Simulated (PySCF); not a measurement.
**Working with the constants of AuH**

PBE0 constants of AuH, ¹Σ⁺ (singlet), closed shell (PySCF, scalar-relativistic core potentials, basis sets H cc-pVDZ, Au cc-pVDZ-PP with ECP60; masses 1.0078 and 196.9666 u):

* ωe: 2267.6 cm⁻¹
* ωexe: 41.4 cm⁻¹
* Be: 7.0415 cm⁻¹
* αe: 0.207 cm⁻¹
* D (centrifugal): 0.000272 cm⁻¹
* De to H + Au (5d10 6s1): 2.96 eV

Estimate the standard entropy (1 bar) and heat capacity of the ideal gas at 1500 K, rigid rotor with B0 and harmonic oscillator at the fundamental.

Translation (Sackur–Tetrode, M = 197.97 u): 208.4 J/(mol K). Rotation: q = kT/(σB0) = 150 with σ = 1, 50.0. Vibration: x = hcν0/kT = 2.10, 3.53. S° = 261.9 J/(mol K); Cp = 7R/2 + 5.84 = 34.9 J/(mol K).

Spin–orbit coupling is left out.
